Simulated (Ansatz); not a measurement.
Cost and result for the atomization energy of FH5O4Si2, SMILES `O[SiH](O)O[SiH](O)F` (12 atoms, 11 bonds).

Cartesian coordinates in Å:
```
O 0.5258 2.2670 1.4201
Si 0.8346 1.1740 0.2605
O 1.9501 0.1196 0.8189
O -0.5147 0.3429 -0.1714
Si -1.1020 -1.1511 -0.3518
O -1.9601 -1.3067 -1.7147
F 0.1729 -2.1232 -0.3810
H 0.4947 1.9662 2.3296
H 1.2782 1.9364 -0.9168
H 1.9390 -0.7722 0.4643
H -1.9584 -1.5721 0.7610
H -1.6601 -0.8807 -2.5188
```

Charge 0, multiplicity 1. The geometry is a stationary point of PBE0-D4/def2-TZVP. It is one conformer, not always the lowest. Program: Ansatz. All runs use 2 threads of an AMD EPYC 7R13 on a shared host and a share of an NVIDIA H100 80 GB. Times are those of one run each, without the atoms' runs, and a repeat can differ threefold. Electronic energies, without spin–orbit coupling; frozen cores. CCSD(T)/CBS adds CCSD(T) − MP2 in def2-TZVPP to the MP2 limit, and its time is that of the two runs behind it. T1 = 0.012. B3LYP takes the VWN-RPA correlation (the form of Gaussian; ORCA's B3LYP/G).

CCSD(T)/CBS is a level of theory with its own doubt, some kJ/mol a heavy atom from the limit and from the frozen cores, so smaller differences don't rank the functionals.

```tsv
level	functions	wall time	atomization (kJ/mol)	difference from CCSD(T)/CBS	per bond
r2SCAN-D4/def2-TZVPP (with forces)	309	9.1 s	5010.4	-40.3	-3.7
PBE-D4/def2-TZVPP (with forces)	309	9.5 s	5034.6	-16.1	-1.5
B2PLYP/def2-TZVPP	309	10 s	4950.0	-100.7	-9.2
MP2/def2-QZVPP	575	11 s	5154.2	103.5	9.4
B3LYP-D4/def2-TZVPP (with forces)	309	13 s	4966.8	-83.9	-7.6
CCSD(T)/def2-TZVPP	309	13 s	4883.3	-167.4	-15.2
PBE0-D4/def2-TZVPP	309	14 s	4918.7	-132.0	-12.0
ωB97X-V/def2-TZVPP	309	14 s	5014.5	-36.2	-3.3
ωB97M-V/def2-TZVPP (with forces)	309	14 s	5022.5	-28.2	-2.6
CCSD(T)/CBS(def2)	–	24 s	5050.7	0.0	0.0
```

From PBE to PBE0 (25 % exact exchange), in def2-TZVPP and without D4, the atomization energy moves by −111.6 kJ/mol: exact exchange takes away binding that semilocal exchange gives to molecules. In def2-TZVPP, CCSD(T) changes the Hartree–Fock value by +1287.1 kJ/mol (the triples alone add +75.6 kJ/mol) and MP2 by +1455.7 kJ/mol; breaking electron pairs costs correlation energy, which Hartree–Fock lacks. The D4 term adds +46.1 kJ/mol with B3LYP and +24.3 kJ/mol with PBE0; it sums over pairs of atoms, weighted by their polarisabilities, and B3LYP, whose exchange is more repulsive, gets the larger term.
